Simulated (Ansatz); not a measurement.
Program: Ansatz. Geometries: PBE0-D4/def2-TZVP. ΔE: electronic, gas phase. CCSD(T)/CBS adds triple-zeta CCSD(T) − MP2 to the extrapolated MP2 energy (def2 sets, frozen cores). This one scheme is used for every species. DFT in def2-TZVPP. B3LYP here is the variant with VWN-RPA as its local correlation; programs differ in this. Elements past krypton have def2 core potentials. For Sn outer-core shells are correlated without core-valence functions, which leaves a few kJ/mol of doubt a bond. One conformer a species, not always the lowest.

`[NH2][SnH2][OH]` + CH₃NH₂ → `N[CH2][SnH2][NH2]` + H₂O  (formal exchange of groups at the Sn–O bond)

`[NH2][SnH2][OH]`:

```xyz
8

N     1.504   -0.276    0.027
Sn   -0.381    0.392   -0.174
O    -1.475   -1.242   -0.184
H     2.196    0.246   -0.492
H     1.831   -0.400    0.974
H    -0.496    1.136   -1.702
H    -0.952    1.332    1.142
H    -2.227   -1.188    0.409
```

CH₃NH₂:

Z-matrix (Å, degrees):
```
C
N 1 1.453
H 1 1.092 2 109.4
H 1 1.100 2 115.4 3 -121.6
H 1 1.092 2 109.4 3 116.8
H 2 1.012 1 110.6 3 62.6
H 2 1.012 1 110.6 3 -179.3
```

`N[CH2][SnH2][NH2]`:

Cartesian coordinates in Å:
```
N -0.397 -1.375 -1.098
C 0.241 -1.196 0.200
Sn 0.739 0.898 0.400
N -0.936 2.048 0.349
H -0.752 -2.317 -1.208
H 0.261 -1.220 -1.851
H 1.119 -1.830 0.386
H -0.486 -1.410 0.987
H 1.543 1.267 1.866
H 1.679 1.350 -0.960
H -1.401 2.095 1.247
H -1.610 1.688 -0.317
```

H₂O:

Cartesian coordinates in Å:
```
O -0.074 0.373 0.084
H 0.705 0.014 -0.347
H -0.631 -0.387 0.263
```

```
             level  ΔE (kJ/mol)  difference from CCSD(T)/CBS
       LDA (SPW92)         40.3                         -5.2
            PBE-D4         44.9                         -0.6
         revPBE-D4         44.3                         -1.2
           BLYP-D4         51.6                          6.1
          B3LYP-D4         51.1                          5.6
        r2SCANh-D4         51.4                          5.9
           ωB97X-V         52.6                          7.1
          PBE-QIDH         46.8                          1.3
              PBE0         48.4                          2.9
             BHLYP         60.1                         14.6
         CAM-B3LYP         59.2                         13.7
  CCSD(T)/def2-SVP         49.1                          3.6
     HF/def2-TZVPP         67.8                         22.3
SCS-MP2/def2-TZVPP         49.4                          3.9
SCS-MP2/def2-QZVPP         50.6                          5.1
      HF/CBS(def2)         69.5                         24.0
       CCSD(T)/CBS         45.5                            0
```

**Question.** What do rigid-rotor, harmonic-oscillator terms from PBE0-D4/def2-TZVP frequencies (298.15 K, 1 bar) make of the CCSD(T)/CBS value? (An estimate is asked.)

**Answer.** Ansatz gave: ΔZPE = -3.1 kJ/mol, ΔH = +44.3 kJ/mol, ΔS = -21 J/(mol·K), ΔG = +50.6 kJ/mol. Modes under 50 cm⁻¹ make the entropy rough.

Largest T1 diagnostic among the species: 0.013.

At CCSD(T), def2-SVP lies +3.6 kJ/mol from the extrapolated value and def2-TZVPP −1.1 kJ/mol. In def2-TZVPP, CCSD(T) changes the Hartree–Fock value by −23.5 kJ/mol (the triples alone add −2.0 kJ/mol) and MP2 by −25.2 kJ/mol. Leaving LDA and LC-ωPBE aside and taking each functional with its dispersion term where it has one, the values, not all of them listed here, spread over 16.2 kJ/mol, from HSE06-D4 to B97M-V. LDA lies −9.2 kJ/mol from PBE without D4.
